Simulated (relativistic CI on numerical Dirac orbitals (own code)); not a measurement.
## Crystal-field levels of Gd3+, 4f7

Calculated by Dirac-Coulomb-Breit CI, orbitals from a KLI potential per configuration, model QED (radiative potential, 1s self-energy scaled to tabulated hydrogen-like ionisation energies), valence Slater integrals scaled by 0.75, one configuration in a parametric crystal field (own radial code).

Field parameters in Wybourne normalisation. The field is a parameter set, without covalency.

S and J are read from ⟨S²⟩ = S(S + 1) and ⟨J²⟩ = J(J + 1) of each level; they are not fictitious spins.

C2v, B20 = -530, B22 = -90, B40 = -510, B42 = -440, B44 = 130, B60 = 360, B62 = -50, B64 = 30, B66 = -340 cm⁻¹, the lowest 16 levels:

```
E (cm⁻¹)  Degeneracy     S     J
     0.0           2  3.47  3.50
     0.2           2  3.47  3.50
     0.5           2  3.47  3.50
     0.9           2  3.47  3.50
   27609           2  2.44  3.51
   27642           2  2.44  3.51
   27680           2  2.44  3.51
   27726           2  2.44  3.51
   28295           2  2.47  2.52
   28324           2  2.47  2.51
   28354           2  2.47  2.53
   28926           2  2.48  1.55
   28960           2  2.48  1.55
   30367           2  2.41  3.50
   30384           2  2.41  3.50
   30400           2  2.41  3.50
```

Principal g values of the ground doublet: 0.83, 1.62, 12.88.

D4h, B20 = -590, B40 = -1200, B44 = 750, B60 = -390, B64 = -330 cm⁻¹, the lowest 16 levels:

```
E (cm⁻¹)  Degeneracy  Irrep     S     J
     0.0           2     Γ6  3.47  3.50
     0.2           2     Γ7  3.47  3.50
     0.5           2     Γ7  3.47  3.50
     1.0           2     Γ6  3.47  3.50
   27600           2     Γ6  2.44  3.51
   27633           2     Γ7  2.44  3.51
   27682           2     Γ7  2.44  3.51
   27725           2     Γ6  2.44  3.51
   28281           2     Γ6  2.47  2.52
   28320           2     Γ7  2.47  2.52
   28358           2     Γ7  2.47  2.52
   28922           2     Γ7  2.48  1.55
   28957           2     Γ6  2.48  1.55
   30352           2     Γ6  2.41  3.50
   30377           2     Γ7  2.41  3.50
   30393           2     Γ6  2.41  3.50
```

Principal g values of the ground doublet: 1.99, 7.96, 7.96.

The next free-ion level lies 27673 cm⁻¹ above the lowest; the field splits the ground level into components whose J stays near 7/2 as long as their spread is small against that gap.

Levels of this model without a field, named by their leading LS term (the scale mimics covalency, so terms lie below those of the real free ion): 8S°_7/2 0, 6P°_7/2 27673, 6P°_5/2 28335, 6P°_3/2 28952, 6I°_7/2 30389, 6I°_9/2 30793, 6I°_17/2 30817, 6I°_11/2 31109 cm⁻¹.
